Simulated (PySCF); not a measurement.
## Dipole response of Lu⁴⁸⁺ (lutetium, charge +48)

[Ar] 3d5, high-spin 6S determinant. Calculation: PySCF 2.14, in an uncontracted even-tempered set (18 s from 10 bohr⁻², ratio 2.5; 12 p from 14 bohr⁻², ratio 2.5; 7 d from 14 bohr⁻², ratio 2.5; 4 f from 53 bohr⁻², ratio 2.7; 3 g from 79 bohr⁻², ratio 2.7); scalar relativity by spin-free X2C-1e. Coupled (time-dependent) response in atomic units; α is the mean over directions.

```
method  mean α (bohr³)  C₆ (like pair)      S(−4)
   UHF        0.003300       0.0002655  8.433e-06
  PBE0        0.003290       0.0002657  8.289e-06
```

S(−4) is the Cauchy moment in α(ω) = α(0) + S(−4) ω² + …

α(iu) at UHF:

```csv
u (hartree),α(iu) (bohr³)
0,0.003300
3.00,0.003227
6.00,0.003033
12.0,0.002511
18.0,0.002060
24.0,0.001742
30.0,0.001523
45.0,0.001194
60.0,0.0009961
90.0,0.0007332
150,0.0004317
```

A single London oscillator, α(iu) = α/(1 + u²/ω²), gives C₆ = (3/4) ω α². Matching the computed C₆ needs ω = 4 × 0.0002655 / (3 × 0.003300²) = 32.5 hartree.

For an ion, C₆ is the dispersion term alone; charge-induced terms of lower order in 1/R come first.

Spin-orbit coupling, which splits the p, d and f shells strongly at this Z, is absent. Spin-orbit coupling is strong in this species (close to jj coupling), so the high-spin LS determinant is a model state, not a physical level.
